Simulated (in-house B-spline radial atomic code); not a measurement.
Orbital energies and mean radii along the 33-electron series, configuration [Ar] 3d10 4s2 4p3. The effective charge is n√(-2ε), a non-relativistic measure. Computed with a radial B-spline atomic code at the basis-set limit: Dirac-Hartree-Fock, average of the configuration, finite nuclei.

| ion | Z | energy of 3d3/2 (Eh) | mean radius of 3d3/2 (bohr) | energy of 3p1/2 (Eh) | mean radius of 3p1/2 (bohr) | energy of 4s1/2 (Eh) | mean radius of 4s1/2 (bohr) | effective charge of 3d3/2 |
| --- | --- | --- | --- | --- | --- | --- | --- | --- |
| Ho34+ | 67 | -101 | 0.20089 | -120.54 | 0.21558 | -58.223 | 0.46294 | 42.637 |
| Er35+ | 68 | -105.94 | 0.19684 | -126.29 | 0.21114 | -61.191 | 0.45273 | 43.669 |
| Tm36+ | 69 | -111 | 0.19296 | -132.18 | 0.20684 | -64.238 | 0.44292 | 44.7 |
| Yb37+ | 70 | -116.18 | 0.18921 | -138.23 | 0.20268 | -67.363 | 0.43348 | 45.731 |
| Lu38+ | 71 | ? | ? | ? | ? | ? | ? | ? |
| Hf39+ | 72 | -126.9 | 0.18212 | -150.78 | 0.19476 | -73.855 | 0.41564 | 47.793 |
| Ta40+ | 73 | ? | ? | ? | ? | ? | ? | ? |
| W41+ | 74 | -138.09 | 0.17552 | -163.97 | 0.18732 | -80.674 | 0.39905 | 49.856 |
| Re42+ | 75 | ? | ? | ? | ? | ? | ? | ? |
| Os43+ | 76 | -149.75 | 0.16935 | -177.8 | 0.18032 | -87.825 | 0.38357 | 51.919 |
| Ir44+ | 77 | -155.76 | 0.16642 | -184.97 | 0.17697 | -91.528 | 0.37621 | 52.951 |
| Pt45+ | 78 | -161.9 | 0.16358 | -192.31 | 0.17371 | -95.317 | 0.36909 | 53.983 |
| Au46+ | 79 | -168.15 | 0.16083 | -199.81 | 0.17054 | -99.193 | 0.36219 | 55.015 |

Fill in the row of Lu38+.

energy of 3d3/2 (Eh): -121.48; mean radius of 3d3/2 (bohr): 0.1856; energy of 3p1/2 (Eh): -144.43; mean radius of 3p1/2 (bohr): 0.19866; energy of 4s1/2 (Eh): -70.569; mean radius of 4s1/2 (bohr): 0.4244; effective charge of 3d3/2: 46.762.

Fill in the row of Ta40+.

energy of 3d3/2 (Eh): -132.43; mean radius of 3d3/2 (bohr): 0.17876; energy of 3p1/2 (Eh): -157.29; mean radius of 3p1/2 (bohr): 0.19099; energy of 4s1/2 (Eh): -77.223; mean radius of 4s1/2 (bohr): 0.4072; effective charge of 3d3/2: 48.824.

Fill in the row of Re42+.

energy of 3d3/2 (Eh): -143.86; mean radius of 3d3/2 (bohr): 0.17238; energy of 3p1/2 (Eh): -170.8; mean radius of 3p1/2 (bohr): 0.18377; energy of 4s1/2 (Eh): -84.207; mean radius of 4s1/2 (bohr): 0.39118; effective charge of 3d3/2: 50.887.

How does the screening of 3d3/2 change?

Z less the effective charge goes from 24.36 at Z = 67 to 23.98 at Z = 79.
